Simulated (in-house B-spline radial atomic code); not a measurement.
## Ionising Tm³⁺ with different functionals

Computed with a B-spline radial code for spherical atoms: scalar-relativistic (spin-free X2C) Hamiltonian, Fermi nucleus of rms radius 5.2256 fm, spin-polarised at highest spin, spherical fractional occupations for the functionals, the average over the highest-spin determinants for Hartree-Fock. The ionisation energy is the difference of two self-consistent energies, [Xe] 4f12 → [Xe] 4f11, without Breit or QED terms; ε is the level of the shell that loses the electron (its least bound occupied spin orbital). There is no spin-orbit coupling in this Hamiltonian.

Hybrids are left out here: with spherical fractional occupations of an open shell their exact exchange keeps a self-interaction that integer-occupation calculations don't have.

| method | rung | ΔSCF (eV) | -ε(4f) (eV) |
| --- | --- | --- | --- |
| Hartree-Fock | Hartree-Fock | 39.85 | 46.16 |
| LDA VWN5 | LDA | 45.29 | 35.27 |
| LDA PW92 | LDA | 45.28 | 35.26 |
| LDA exchange-only | LDA | 43.30 | 33.36 |
| PBE | GGA | 44.87 | 34.87 |
| PBEsol | GGA | 44.94 | 34.93 |
| BLYP | GGA | 44.69 | 34.70 |
| RPBE | GGA | 44.79 | 34.79 |
| PW91 | GGA | 44.99 | 34.98 |
| BP86 | GGA | 45.00 | 34.99 |
| AM05 | GGA | 45.00 | 34.98 |
| OLYP | GGA | 45.30 | 35.24 |
| TPSS | meta-GGA | 44.59 | 34.60 |
| SCAN | meta-GGA | 44.55 | 34.63 |
| r2SCAN | meta-GGA | 44.41 | 34.43 |
| revTPSS | meta-GGA | 44.59 | 34.60 |

Task: How do they compare with the NIST value?

Result: NIST lists 42.41 eV ± 0.04 (semi-empirical, ground level to ground level). Errors run from -2.56 to +2.89 eV. The correlated functionals all miss on the same side by more than they spread, so the cause is common to them (spin-orbit coupling, Breit-QED terms, multiplet and fine-structure energies, or a listed next ion that isn't the cheapest removal here) and closeness doesn't rank the functionals. Hartree-Fock also lacks correlation.
